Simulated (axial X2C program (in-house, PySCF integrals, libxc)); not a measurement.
## Potential curves of AlHf, scalar-relativistic

Calculated with an in-house all-electron X2C program for linear molecules (integrals from PySCF). Spin-free means the one-electron spin-free X2C Hamiltonian. Basis: Hf dyall-cv3z [13s14p9d7f4g], Al dyall-v3z [8s8p2d1f] (cores contracted in-house); Gaussian nuclei, density fitting, unrestricted open shells. Masses: Hf 179.947 u, Al 26.982 u.

State: M_S = 3/2, Λ = 0 (beyond evenly filled blocks: σα, π+α, π-α). Energies in eV from the fragments at the same level (Hf + Al). Fits are polynomials in 1 − R0/R over 0.85 to 1.23 times the lowest point R0.

```
 R (Å)     PBE0  r2SCAN0
2.3046  -1.2801  -1.0567
2.4106  -1.6358  -1.3995
2.4901  -1.7888  -1.5427
2.5695  -1.8679  -1.6118
2.6490  -1.8896  -1.6231
2.7417  -1.8601  -1.5815
2.8344  -1.7888  -1.4987
2.9536  -1.6562  -1.3555
3.0993  -1.4615  -1.1688
3.3113  -1.1663
```

Occupations by symmetry block were frozen at the best pattern of an incomplete PBE0 search. De is counted from the lowest determinant-based energies of the atoms at the same level, without counterpoise correction. Other states lie close and PBE0, whose exact exchange favours high spin, may order them wrongly; the determinant shown need not be the ground state. The nearest other spin-free determinant of the search, M_S = 1/2, Λ = 0, lies 0.25 eV up at the distance of the search. The stretched end of a curve changes character and is left out.

Q: Fit the PBE0 curve near its minimum: give the equilibrium distance, the harmonic wavenumber and the well depth.

A: At PBE0, spin-free: Re = 2.645 Å, ωe ≈ 285 cm⁻¹, De = 1.89 eV to Hf + Al; Be follows as 0.103 cm⁻¹.

Q: Fit the r2SCAN0 curve near its minimum: give the equilibrium distance, the harmonic wavenumber and the well depth.

A: At r2SCAN0, spin-free: Re = 2.627 Å, ωe ≈ 294 cm⁻¹, De = 1.62 eV to Hf + Al; Be follows as 0.104 cm⁻¹.
